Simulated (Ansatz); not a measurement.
Molecule: BI (charge -1, doublet). 
Structure (B3LYP-D3(BJ)/def2-TZVP (Ansatz, a quantum-chemistry and plane-wave program) minimum search):
```xyz
2

B      0.0000     0.0000    -2.2182
I      0.0000     0.0000     0.2093
```
Charge -1, spin multiplicity 2.

Wanted: vertical ionisation energy (to the singlet state of charge +0; each state is the SCF solution reached for its spin; for the singlet the Hartree-Fock reference is unstable and T1 is 0.024), in eV. Valence correlation only, unless marked. Open shells are spin-unrestricted. Spin-orbit coupling is left out. The frozen core is the preceding noble-gas configuration, with the filled d and f shells of earlier blocks. Past Kr the def2 sets carry scalar-relativistic core potentials. Anions need diffuse functions: def2-D sets add few. CBS marks a two-point X^-3 extrapolation of the correlation energy; Hartree-Fock from the larger set.

| level | program | vertical ionisation energy (eV) |
|---|---|---|
| PBE/def2-TZVPD | Ansatz | 0.93 |
| r2SCAN/def2-TZVPD | Ansatz | 1.08 |

### Question
What does CCSD(T)/CBS(def2-TZVPPD,def2-QZVPPD) (Ansatz) give?

### Answer
0.91 eV
